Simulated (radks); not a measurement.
Values are calculated unless marked as measured or tabulated.
The cerium anion Ce-, 59 electrons, occupied as [Xe] 4f1 5d2 6s2. Code: a radial shooting solver on a logarithmic mesh with Libxc functionals. Model: scalar-relativistic Kohn-Sham, LDA (Slater exchange, VWN5 correlation), spin-polarised, spherical densities, point nucleus; open shells are filled with parallel spins first (spin-orbit coupling, left out, can overturn this in heavy ions); hard spherical wall at 3 bohr.

Unscreened Slater integrals over Kohn-Sham orbitals (hartree). They are taken over the spin-up orbitals.

integral,value
"F0(6s,6s)",0.48256
"F0(6s,5d)",0.48519
"G2(6s,5d)",0.10616
"F0(6s,4f)",0.58064
"G3(6s,4f)",0.072724
"F0(6s,5p)",0.50613
"G1(6s,5p)",0.077190
"F0(5d,5d)",0.49909
"F2(5d,5d)",0.28901
"F4(5d,5d)",0.20644
"F0(5d,4f)",0.57522
"F2(5d,4f)",0.21716
"F4(5d,4f)",0.12555
"G1(5d,4f)",0.13118
"G3(5d,4f)",0.10958
"G5(5d,4f)",0.085024
"F0(5d,5p)",0.51981
"F2(5d,5p)",0.29113
"G1(5d,5p)",0.35068
"G3(5d,5p)",0.23107
"F0(4f,4f)",0.82562
"F2(4f,4f)",0.38184
"F4(4f,4f)",0.23711
"F6(4f,4f)",0.16985
"F0(4f,5p)",0.62033
"F2(4f,5p)",0.25366
"G2(4f,5p)",0.16136
"G4(4f,5p)",0.12211
"F0(5p,5p)",0.54776
"F2(5p,5p)",0.31038

Derived for the open shells (J is the average intra-shell exchange parameter used in DFT+U). 4f: F4/F2 = 0.621, F6/F2 = 0.445, J = (286 F2 + 195 F4 + 250 F6)/6435 = 0.03075 hartree. 5d: Racah B = F2/49 - 5 F4/441 = 0.003558 hartree, C = 35 F4/441 = 0.01638 hartree, C/B = 4.61, F4/F2 = 0.714, J = (F2 + F4)/14 = 0.03539 hartree.
